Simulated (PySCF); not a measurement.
Gas-phase reaction: 4 SnF2 + O2 ⇌ 2 SnF4 + Sn2O2

Computed with PySCF and rigid-rotor harmonic-oscillator thermochemistry at 1 bar. † marks an energy on the PBE0/def2-TZVP geometry and frequencies. MP2 and CCSD(T) freeze the core. Open shells (unrestricted): O2 (multiplicity 3); the rest are closed-shell singlets. Sn: scalar-relativistic def2 core potential, no spin-orbit coupling. Sn2O2: computed as isolated molecules; such fragments, hydroxides, amides, oligomers or adducts are transient or little studied in the gas. MP2 isn't extrapolated to the basis-set limit. CCSD(T) isn't extrapolated to the basis-set limit.

MP2/def2-TZVPP† gives ΔH°(298 K) = -342 kJ.

Problem. What do LDA/def2-TZVP†, ωB97X-V/def2-TZVP†, CCSD(T)/def2-SVP† give?

Solution. LDA/def2-TZVP†: -279 kJ; ωB97X-V/def2-TZVP†: -259 kJ; CCSD(T)/def2-SVP†: -258 kJ. For scale, ΔH°(298 K) is -342 kJ at this level, -256 kJ at ωB97M-V/def2-TZVP†, and runs from -342 to 255 kJ over the 18 levels computed.
